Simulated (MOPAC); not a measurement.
MOPAC input (MNDO):

```
MNDO 1SCF UHF MS=0.5 GEO-OK AUX(PRECISION=9) THREADS=1
HGe

Ge   -0.00000000 1   -0.00000000 1   -0.04867710 1
H     0.00000000 1    0.00000000 1    1.55766720 1
```

**Question.** What heat of formation does the run end on, and which ionisation energy by Koopmans theorem?

**Answer.** 76.44 kcal/mol; 6.01 eV.
